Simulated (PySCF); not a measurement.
# Electron correlation in Ti (titanium, neutral)

Starting occupation: [Ar] 3d2 4s2, 3d3/2 with m_j = +1/2, +3/2. All numbers are calculated (PySCF 2.14, X2C-1e with screened-nucleus spin-orbit coupling, Gaussian nucleus, in x2c-SVPall-2c (5s5p3d1f, 42 functions)). Frozen: [Ne]; 12 electrons correlated; the 6 highest virtual spinors left out.

MP2 pair energies summed by pair of shells (mhartree):

```json
{"pair": "3p-3p", "energy": "-103.58", "share (%)": "51.8"}
{"pair": "3d-3p", "energy": "-36.08", "share (%)": "18.0"}
{"pair": "4s-4s", "energy": "-18.47", "share (%)": "9.2"}
{"pair": "3p-4s", "energy": "-15.08", "share (%)": "7.5"}
{"pair": "3d-4s", "energy": "-8.59", "share (%)": "4.3"}
{"pair": "3p-3s", "energy": "-7.67", "share (%)": "3.8"}
{"pair": "3s-3s", "energy": "-4.01", "share (%)": "2.0"}
{"pair": "3d-3d", "energy": "-3.09", "share (%)": "1.5"}
{"pair": "3d-3s", "energy": "-2.75", "share (%)": "1.4"}
{"pair": "3s-4s", "energy": "-0.83", "share (%)": "0.4"}
```

Total MP2 correlation energy: -200.14 mhartree.

The GHF reference relaxed away from the jj start to a determinant that is no pure jj level (⟨S²⟩ = 2.01, ⟨J²⟩ = 7.88); the energies belong to that determinant.

This basis was not built for core-valence correlation, so the inner-shell part is incomplete.
